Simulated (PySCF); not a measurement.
# Field gradients at the hydrogen positions

C4H11PSi.
Structure used (GFN2-xTB), in Å, numbered top down from 1:
```
atom  x, y, z in Å
Si1    2.7118    0.2929    0.6940
P2     1.4654   -0.5191   -0.9721
C3    -0.1572   -0.6566   -0.0836
C4    -0.8163    0.6048    0.5042
C5    -2.1507    0.1665   -0.1148
C6    -1.4091   -0.8838   -0.9528
H7     2.9070   -0.8024    1.6454
H8     2.1188    1.4296    1.4062
H9     3.9860    0.7056    0.1088
H10    1.1948    0.7090   -1.5689
H11   -0.0394   -1.4453    0.6656
H12   -0.7900    0.6968    1.5884
H13   -0.4339    1.5245    0.0614
H14   -2.8246   -0.2788    0.6144
H15   -2.6884    0.9292   -0.6744
H16   -1.8200   -1.8910   -0.9462
H17   -1.2612   -0.5698   -1.9856
```

Level: PBE0/pcSseg-1 (PySCF, non-relativistic); Q(2H) = 0.00286 b; rigid geometry, the same for H and D, with no vibrational averaging.

Problem. Rank these positions by the coupling χzz of a deuteron there, largest first.
A. H12 (methylene hydrogen)
B. H10 (P–H hydrogen)
C. H11 (methine hydrogen)
D. H8 (Si–H hydrogen)

Solution. A (211 kHz), C (203 kHz), B (138 kHz), D (108 kHz).

Problem. What are Vzz, η and χzz (234.96 MHz × Q × Vzz) at all hydrogens?

Solution. 
```tsv
atom	bonded to	bond length (Å)	Vzz (au)	η	χzz (kHz)
H7	Si1	1.464	0.1635	0.01	110
H8	Si1	1.467	0.1614	0.00	108
H9	Si1	1.462	0.1650	0.00	111
H10	P2	1.392	0.2059	0.09	138
H11	C3	1.094	0.3015	0.03	203
H12	C4	1.088	0.3140	0.01	211
H13	C4	1.090	0.3082	0.01	207
H14	C5	1.088	0.3133	0.01	211
H15	C5	1.088	0.3143	0.00	211
H16	C6	1.088	0.3147	0.00	212
H17	C6	1.089	0.3090	0.02	208
```

Problem. Average by the element that carries the hydrogen.

Solution. on Si: 110 kHz over 3 positions, mean bond length 1.464 Å; on P: 138 kHz over 1 position, mean bond length 1.392 Å; on C: 209 kHz over 7 positions, mean bond length 1.089 Å.

Problem. Give the 2H NMR doublet splittings at H7 for a magnetic field along the z, y and x axes of the gradient: 3χ/2, 3χ(1 + η)/4, 3χ(1 − η)/4.

Solution. With |χ| = 109.9 kHz and η = 0.008: 165, 83 and 82 kHz, to first order and without motion.

One conformer (not necessarily the lowest) at the GFN2-xTB geometry, without solvent, vibrations or thermal averaging. GFN2-xTB bond lengths can be off by several hundredths of an ångström, more for odd bonds, and the gradients follow them. The small basis limits the accuracy of the gradients.
